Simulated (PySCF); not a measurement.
C4H7NSi.
SMILES with atom numbers: `[SiH3:1]/[N:2]=[C:3]1/[CH:4]=[CH:5][CH2:6]1` (hydrogens: H7, H8, H9 on Si1; H10 on C4; H11 on C5; H12, H13 on C6)

Method: PBE0-D3(BJ)/def2-SVP geometry optimisation, gas phase (PySCF 2.14.0); density fitting, grid level 1; the optimiser is geomeTRIC in internal coordinates, started from a GFN2-xTB structure with every atom displaced at random (about 0.01 Å).

Step 0: E = -13611.0733 eV
```
atom  x, y, z in Å  |  force x, y, z in eV/Å
Si1     2.2392    0.4637   -0.3265   -1.486   0.510  -0.131
N2      0.7670   -0.3059   -0.8418    0.057  -0.204  -0.174
C3     -0.4160   -0.3101   -0.4156    1.906   0.849   0.619
C4     -1.5993   -0.9751   -0.8243   -2.137  -0.691  -0.231
C5     -2.3414   -0.4293    0.1650    0.338   0.337   0.251
C6     -1.1784    0.3529    0.7504   -0.457  -0.179  -0.607
H7      2.6556   -0.0383    0.9679    0.400  -0.356   0.791
H8      2.0662    1.9463   -0.2215    0.088   0.108   0.025
H9      3.1630    0.1544   -1.3699    1.132  -0.154  -0.735
H10    -1.8661   -1.6554   -1.6126    0.081  -0.413  -0.545
H11    -3.3753   -0.4860    0.4937   -0.239  -0.146  -0.107
H12    -1.2398    1.4348    0.7123   -0.079   0.652  -0.081
H13    -0.8763    0.0581    1.7382    0.395  -0.312   0.925
```

Step 1: E = -13611.2732 eV
```
atom  x, y, z in Å  |  force x, y, z in eV/Å
Si1     2.2157    0.4721   -0.3492    0.193  -0.089   0.043
N2      0.7655   -0.3478   -0.8589    0.137   0.041  -0.033
C3     -0.4046   -0.3258   -0.4022   -0.300  -0.278  -0.320
C4     -1.6674   -1.0032   -0.8154    0.430   0.146   0.038
C5     -2.3582   -0.4082    0.1768   -0.233  -0.023   0.067
C6     -1.1820    0.3566    0.7472    0.057   0.119   0.284
H7      2.6993   -0.0818    0.9610   -0.043   0.034  -0.050
H8      2.0386    1.9530   -0.2013   -0.053   0.009   0.010
H9      3.2953    0.2376   -1.3620   -0.146   0.030   0.073
H10    -1.9045   -1.7007   -1.6190   -0.058  -0.029  -0.009
H11    -3.4083   -0.4604    0.4765    0.038   0.039   0.026
H12    -1.2340    1.4591    0.6983    0.008  -0.053  -0.015
H13    -0.8568    0.0597    1.7635   -0.031   0.054  -0.114
```

**Question.** Estimate the geometry and energy of step 2. (The exact step hangs on the optimiser's Hessian estimate; all steps are aligned on step 1, rigid shifts and turns removed.)

**Answer.** E = -13611.2836 eV, largest force 0.346 eV/Å
```
atom  x, y, z in Å  |  force x, y, z in eV/Å
Si1     2.1992    0.4667   -0.3281    0.044   0.051   0.025
N2      0.7750   -0.3596   -0.8948   -0.036  -0.225  -0.149
C3     -0.3992   -0.3487   -0.4460   -0.252   0.134   0.196
C4     -1.6753   -1.0155   -0.8079    0.156  -0.070  -0.175
C5     -2.3491   -0.4011    0.1878    0.137  -0.003  -0.046
C6     -1.1498    0.3638    0.7115    0.032   0.106   0.166
H7      2.6722   -0.1257    0.9647   -0.021  -0.004  -0.015
H8      1.9679    1.9340   -0.1212   -0.008   0.007   0.022
H9      3.2857    0.3059   -1.3362   -0.027   0.010   0.003
H10    -1.9422   -1.7278   -1.5904   -0.039  -0.018  -0.007
H11    -3.3909   -0.4349    0.5148    0.020  -0.001  -0.003
H12    -1.1924    1.4638    0.6382   -0.004   0.001  -0.014
H13    -0.8026    0.0891    1.7228   -0.001   0.011  -0.003
```

The energy changes by -0.0104 eV. The first-order estimate −F·Δx gives -0.0252 eV and the mean of the old and new forces, exact on a quadratic surface, -0.0106 eV. The step makes an angle of 82° with the force vector and moves no atom by more than 0.109 Å.

The cost below is that of the whole optimisation. Hardware: one thread, Arm Neoverse V1 (aarch64), shared host with 32 logical CPUs at a one-minute load of 36. Cost: 74 s wall, 0.50 GiB resident at most.
